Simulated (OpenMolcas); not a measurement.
## C2H5FSi (SMILES F/C=C/[SiH3]): the vertical energy of the triplet above the singlet from total energies

C2H5FSi: 9 atoms, total charge 0, spin state singlet. SMILES: `F/C=C/[SiH3]`. The shape is that of a PBE0-D4/def2-TZVP optimisation.

Both states at this one shape; open shells run unrestricted unless said. 1 Eh = 27.2114 eV.

| level | program | singlet C2H5FSi (Eh) | triplet C2H5FSi (Eh) |
| --- | --- | --- | --- |
| B3LYP/cc-pVDZ | OpenMolcas | -468.544078 | -468.379478 |
| BHLYP/cc-pVDZ | OpenMolcas | -468.435017 | -468.276741 |

Q: Work out the vertical gap, second state less first, at each level.

A: 
1. B3LYP/cc-pVDZ: -468.379478 − (-468.544078) = 0.164600 Eh = 4.48 eV.
2. BHLYP/cc-pVDZ: -468.276741 − (-468.435017) = 0.158276 Eh = 4.31 eV.

No measured value is set beside it here; the levels span 4.31 to 4.48 eV.
